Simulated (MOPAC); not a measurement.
Job for MOPAC: PM3 on C2H3FO2 (a complex), monomers drawn apart or pushed together.

```
PM3 1SCF PRECISE CHARGE=0 THREADS=1
C2H3FO2

O      1.13825038 1    -0.00233476 1    -0.24024359 1
C      0.08025441 1    -0.03368116 1     0.23001031 1
O     -0.99127131 1    -0.06134121 1     0.67618702 1
C      0.01802096 1    -0.43236847 1     3.56614830 1
F      0.99493406 1    -0.34736307 1     2.57411665 1
H     -0.96099348 1    -0.36462840 1     3.09297914 1
H      0.12873261 1    -1.38763223 1     4.07959491 1
H      0.16196019 1     0.39206968 1     4.26478321 1
```

The log:

```
*******************************************************************************
 **                                                                           **
 **                              MOPAC v23.2.5                                **
 **                                                                           **
 *******************************************************************************
 ** MOPAC's Digital Object Identifier: https://doi.org/10.5281/zenodo.6511958 **
 **                                                                           **
 ** Please cite the open-source release paper for use of this MOPAC version:  **
 ** J. E. Moussa and J. J. P. Stewart (2026)                                  **
 ** MOPAC: An open-source semiempirical molecular orbital program             **
 ** J. Open Source Softw., 11(119), 8025, https://doi.org/10.21105/joss.08025 **
 *******************************************************************************

                              PM3 CALCULATION RESULTS

 *******************************************************************************
 *  PM3        - The PM3 Hamiltonian to be used
 *
 *
 *
 *                 CHARGE ON SYSTEM = 0
 *
 *
 *
 *  PRECISE    - TIGHTER CRITERIA TO BE USED
 *  1SCF       - DO 1 SCF AND THEN STOP
 *  THREADS=1  - MULTI-THREADING NOT USED
 *  T=         - A TIME OF 172800.0 SECONDS REQUESTED
 *  DUMP=N     - RESTART FILE WRITTEN EVERY 7200.0 SECONDS REQUESTED
 *******************************************************************************
PM3 1SCF PRECISE CHARGE=0 THREADS=1
 C2H3FO2

   ATOM   CHEMICAL          X               Y               Z
  NUMBER   SYMBOL      (ANGSTROMS)     (ANGSTROMS)     (ANGSTROMS)

     1       O          1.13825038  *  -0.00233476  *  -0.24024359  *
     2       C          0.08025441  *  -0.03368116  *   0.23001031  *
     3       O         -0.99127131  *  -0.06134121  *   0.67618702  *
     4       C          0.01802096  *  -0.43236847  *   3.56614830  *
     5       F          0.99493406  *  -0.34736307  *   2.57411665  *
     6       H         -0.96099348  *  -0.36462840  *   3.09297914  *
     7       H          0.12873261  *  -1.38763223  *   4.07959491  *
     8       H          0.16196019  *   0.39206968  *   4.26478321  *



          CARTESIAN COORDINATES

    NO.       ATOM           X           Y           Z

     1         O          1.1383     -0.0023     -0.2402
     2         C          0.0803     -0.0337      0.2300
     3         O         -0.9913     -0.0613      0.6762
     4         C          0.0180     -0.4324      3.5661
     5         F          0.9949     -0.3474      2.5741
     6         H         -0.9610     -0.3646      3.0930
     7         H          0.1287     -1.3876      4.0796
     8         H          0.1620      0.3921      4.2648

  H: (PM3): J. J. P. STEWART, J. COMP. CHEM. 10, 209 (1989).
  C: (PM3): J. J. P. STEWART, J. COMP. CHEM. 10, 209 (1989).
  O: (PM3): J. J. P. STEWART, J. COMP. CHEM. 10, 209 (1989).
  F: (PM3): J. J. P. STEWART, J. COMP. CHEM. 10, 209 (1989).

           Empirical Formula: C2 H3 O2 F  =     8 atoms



      MOLECULAR POINT GROUP   :   Cs


      RHF CALCULATION, NO. OF DOUBLY OCCUPIED LEVELS = 15


 -------------------------------------------------------------------------------
 PM3 1SCF PRECISE CHARGE=0 THREADS=1
 C2H3FO2



     1SCF WAS SPECIFIED, SO BFGS WAS NOT USED
     SCF FIELD WAS ACHIEVED


                              PM3 CALCULATION
                                                       MOPAC v23.2.5 Linux




          FINAL HEAT OF FORMATION =       -134.37435 KCAL/MOL =    -562.22228 KJ/MOL


          COSMO AREA              =        108.24 SQUARE ANGSTROMS
          COSMO VOLUME            =         90.40 CUBIC ANGSTROMS

          IONIZATION POTENTIAL    =         12.506612 EV
          HOMO LUMO ENERGIES (EV) =        -12.507  1.458
          NO. OF FILLED LEVELS    =         15
          MOLECULAR WEIGHT        =         78.0429         POINT GROUP:  Cs

          MOLECULAR DIMENSIONS (Angstroms)

            Atom       Atom       Distance
            H     7    O     1     4.64749
            O     3    H     8     2.38985
            O     3    H     7     1.37702


          SCF CALCULATIONS        =          1





   ATOM   CHEMICAL          X               Y               Z
  NUMBER   SYMBOL      (ANGSTROMS)     (ANGSTROMS)     (ANGSTROMS)

     1       O          1.13825038  *  -0.00233476  *  -0.24024359  *
     2       C          0.08025441  *  -0.03368116  *   0.23001031  *
     3       O         -0.99127131  *  -0.06134121  *   0.67618702  *
     4       C          0.01802096  *  -0.43236847  *   3.56614830  *
     5       F          0.99493406  *  -0.34736307  *   2.57411665  *
     6       H         -0.96099348  *  -0.36462840  *   3.09297914  *
     7       H          0.12873261  *  -1.38763223  *   4.07959491  *
     8       H          0.16196019  *   0.39206968  *   4.26478321  *

                             CARTESIAN COORDINATES

   1    O        1.138250380    -0.002334760    -0.240243590
   2    C        0.080254410    -0.033681160     0.230010310
   3    O       -0.991271310    -0.061341210     0.676187020
   4    C        0.018020960    -0.432368470     3.566148300
   5    F        0.994934060    -0.347363070     2.574116650
   6    H       -0.960993480    -0.364628400     3.092979140
   7    H        0.128732610    -1.387632230     4.079594910
   8    H        0.161960190     0.392069680     4.264783210


           Empirical Formula: C2 H3 O2 F  =     8 atoms



      MOLECULAR POINT GROUP   :   Cs


                  EIGENVALUES
 -39.15893 -38.83853 -31.39701 -21.04893 -20.24667 -18.30165 -17.81346 -17.64542
 -17.56171 -17.40745 -17.03621 -13.26767 -13.22230 -12.59493 -12.50661   1.45805
   1.46952   2.25338   2.61401   3.71644   3.74981   3.84298   8.17000


              NET ATOMIC CHARGES AND DIPOLE CONTRIBUTIONS

  ATOM NO.   TYPE          CHARGE      No. of ELECS.   s-Pop       p-Pop
    1          O          -0.247202        6.2472     1.84348     4.40372
    2          C           0.524468        3.4755     1.16850     2.30703
    3          O          -0.278840        6.2788     1.84481     4.43403
    4          C           0.043254        3.9567     1.13160     2.82514
    5          F          -0.174070        7.1741     1.80314     5.37093
    6          H           0.053452        0.9465     0.94655
    7          H           0.039494        0.9605     0.96051
    8          H           0.039444        0.9606     0.96056
 DIPOLE           X         Y         Z       TOTAL
 POINT-CHG.    -0.841    -0.082     0.924     1.252
 HYBRID        -0.153    -0.021     0.226     0.274
 SUM           -0.994    -0.103     1.150     1.523


          ATOMIC ORBITAL ELECTRON POPULATIONS

     Atom    s        px        py        pz
    1  O   1.84348   1.22738   1.62867   1.54767
    2  C   1.16850   0.83365   0.72761   0.74578
    3  O   1.84481   1.21759   1.64321   1.57322
    4  C   1.13160   0.91462   1.00439   0.90613
    5  F   1.80314   1.69791   1.98840   1.68461
    6  H   0.94655
    7  H   0.96051
    8  H   0.96056

 **********************
 *                    *
 * JOB ENDED NORMALLY *
 *                    *
 **********************




 == MOPAC DONE ==
```

The run finished.

Cost: roughly 0.04 core-seconds.
